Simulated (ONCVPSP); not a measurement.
## zinc (Zn): one change to an ONCV potential, before and after

```
Element                 : Zn (Z = 30)
Generator               : ONCVPSP 4.0.1
Type                    : optimised norm-conserving Vanderbilt (ONCV)
Functional              : PBEsol
Relativity              : scalar-relativistic
Frozen core             : [Ar]
Valence charge          : 12
Reference configuration : 3d10 4s1.5 (charge +0.5)
Partial waves           : 4s: rc 2.20 bohr, ncon 3, nbas 7, qcut 3.3 1/bohr, 2 projectors, debl 2.6 Ha; p scattering state at 0.12 Ha: rc 2.25 bohr, ncon 4, nbas 7, qcut 4.4 1/bohr, 2 projectors, debl 0.6 Ha; 3d: rc 0.95 bohr, ncon 4, nbas 9, qcut 19.8 1/bohr, 2 projectors, debl 3.3 Ha; f scattering state at 0.13 Ha: rc 1.85 bohr, ncon 4, nbas 7, qcut 6.2 1/bohr, 2 projectors, debl 1.4 Ha
Local potential         : polynomial inside 0.60 bohr (lpopt 1, dvloc0 -1 Ha)
Core correction         : Teter function, fcfact 4, rcfact 1.4
```

In the p channel the program set the typed energies aside and used 0.050, 0.650 Ha.

All-electron outer shells of the reference configuration (PBEsol, scalar-relativistic, ld1.x):

| shell | level (eV) | outermost node (bohr) | outermost maximum (bohr) |
| --- | --- | --- | --- |
| 3p | -87.88 | 0.25 | 0.59 |
| 3d | -14.77 | – | 0.57 |
| 4s | -9.86 | 0.85 | 2.04 |

Change: s: qcut 4.3; p: qcut 5.8; d: qcut 25.9; f: qcut 8.1.

Cutoffs: the cutoffs (Ha) at which the residual kinetic energy of the hardest occupied pseudo-wave falls to 1 and 0.1 mHa per electron; they do not see the model core or the augmentation charge, which bear on the density cutoff. Errors are all-electron minus pseudo energies relative to the spin-unpolarised reference configuration.

Question: Predict the effect on cutoff, ghosts and configuration errors.

Answer: The potential gets harder (128 Ha and 147 Ha → 195 Ha and 227 Ha); both files keep a bound ghost (p, s); of the 4 tests that both files solve, the error grows in 0 and shrinks in 1 by more than 15 % and 0.3 meV (median size 8.9 → 6.9 meV); the range in which the s phases agree widens (upper end 3.0 → at the end of the scan); the range in which the d phases agree narrows (upper end at the end of the scan → 3.3).

| quantity | base | changed |
| --- | --- | --- |
| cutoff, loose | 128 Ha | 195 Ha |
| cutoff, tight | 147 Ha | 227 Ha |
| loose cutoff by channel | s 4.8 Ha, d 128 Ha | s 6.1 Ha, d 195 Ha |
| bound ghosts | s, p | s, p |
| GHOST(+) flags under 300 eV | f at 60.7 eV | d at 90.3 eV, f at 121.4 eV |
| error for 3d10 4s2, meV [ΔE -3.95 eV] | -1.4 | -1.2 |
| error for 3d10 4s1, meV [ΔE 5.95 eV] | -2.4 | -2.6 |
| error for 3d10 4s0, meV [ΔE 24.30 eV] | -22 | -20 |
| error for 3d10 4s0 4p1, meV [ΔE 12.31 eV] | -16 | -11 |
| s: phases at 2.23 bohr within 0.05 rad from the reference energy up to (Ha; the scan ends near 5) | 3.0 | to the end of the scan |
| p: phases at 2.28 bohr within 0.05 rad from the reference energy up to (Ha; the scan ends near 5) | 2.9 | 3.0 |
| d: phases at 0.96 bohr within 0.05 rad from the reference energy up to (Ha; the scan ends near 5) | to the end of the scan | 3.3 |
| f: phases at 1.88 bohr within 0.05 rad from the reference energy up to (Ha; the scan ends near 5) | 2.2 | 4.1 |
| rms error of d²Exc/dni dnj with the model core, mHa | 2.88 | 2.94 |

 A true bound ghost makes a file unfit for plane-wave use even where its test errors are small: the radial tests pick states by their node count and pass the ghost by.
